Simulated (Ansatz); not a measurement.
Consider the ligand exchange at a Ti–N bond: `[NH2][Ti]([Cl])([Cl])[Cl]` + H–F → `[F][Ti]([Cl])([Cl])[Cl]` + NH₃.

Gas-phase electronic energies from Ansatz, PBE0-D4/def2-TZVP geometries. CBS: MP2 limit from def2 TZ/QZ plus the TZ coupled-cluster correction, frozen cores. This one scheme is used for every species. Functionals use def2-TZVPP. B3LYP here is the variant with VWN-RPA as its local correlation; programs differ in this. For Ti outer-core shells are correlated without core-valence functions, which leaves a few kJ/mol of doubt a bond. Scalar relativity is left out up to krypton. Each species was taken in one conformer, which may not be the lowest.

(1) Is it downhill or uphill in electronic energy at CCSD(T)/CBS, and by how much? (Estimate.)

(2) What do these levels give: revPBE-D4, PBE-QIDH, B3LYP, CAM-B3LYP, SCS-MP2/def2-TZVPP, HF/CBS(def2)? (An estimate is asked.)

Largest T1 diagnostic among the species: 0.025, so the coupled-cluster value is less sure than usual.

Results:

(1) Computed: Downhill: ΔE = -74.7 kJ/mol.

(2) Ansatz gave: revPBE-D4 -91.2, PBE-QIDH -82.8, B3LYP -97.3, CAM-B3LYP -97.1, SCS-MP2/def2-TZVPP -79.3, HF/CBS(def2) -94.7 kJ/mol.

From PBE to PBE0 (25 % exact exchange), in def2-TZVPP and without D4, ΔE moves by +7.8 kJ/mol. At CCSD(T), def2-SVP lies −16.0 kJ/mol from the extrapolated value and def2-TZVPP −6.6 kJ/mol. In def2-TZVPP, CCSD(T) changes the Hartree–Fock value by +11.7 kJ/mol (the triples alone add +0.9 kJ/mol) and MP2 by +18.7 kJ/mol.
